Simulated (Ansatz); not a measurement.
Reactions of `O[SiH](F)F`.

Calculated with Ansatz (gas phase, PBE0-D4/def2-TZVP geometries, no zero-point term in ΔE). CBS: MP2 limit from def2 TZ/QZ plus the TZ coupled-cluster correction, frozen cores. This one scheme is used for every species. Functionals use def2-TZVPP. For Ge outer-core shells are correlated without core-valence functions, which leaves a few kJ/mol of doubt a bond. Scalar relativity is left out up to krypton. Each species was taken in one conformer, which may not be the lowest.

```csv
reaction,CCSD/CBS(def2) (kcal/mol),HF/CBS(def2) (kcal/mol),r2SCAN-D4 (kcal/mol),CCSD(T)/CBS(def2) (kcal/mol)
`O[SiH](F)F` + `C=C=N` → `C=C=N[SiH](F)F` + H₂O,10.8,11.7,11.1,10.5
`O[SiH](F)F` + `C=C[SiH2]S` → `C=C[SiH2]S[SiH](F)F` + H₂O,12.8,19.0,11.6,11.6
`O[SiH](F)F` + `CO[SiH2]S` → `CO[SiH2]S[SiH](F)F` + H₂O,12.5,18.7,11.5,11.4
`O[SiH](F)F` + `O[SiH3]` → `F[SiH](F)O[SiH3]` + H₂O,-5.5,-5.7,-3.8,-5.3
`O[SiH](F)F` + `N[SiH](O)Cl` → `O[Si@H](F)N[Si@H](O)Cl` + H–F,18.1,23.6,18.5,17.2
`O[SiH](F)F` + H₂S → `O[SiH](F)S` + H–F,23.7,29.6,22.9,22.7
`O[SiH](F)F` + `CBO` → `CBO[SiH](O)F` + H–F,11.2,12.7,12.7,11.0
`O[SiH](F)F` + `N[SiH2]F` → `O[SiH](F)N[SiH2]F` + H–F,20.1,24.5,21.2,19.5
`O[SiH](F)F` + `CN[SiH2]Cl` → `CN([SiH2]Cl)[SiH](O)F` + H–F,21.6,28.6,22.1,20.4
`O[SiH](F)F` + `[NH2][GeH3]` → `O[SiH](F)[NH][GeH3]` + H–F,17.9,22.4,19.2,17.3
```

Largest T1 diagnostic: 0.015, for `C=C=N`.
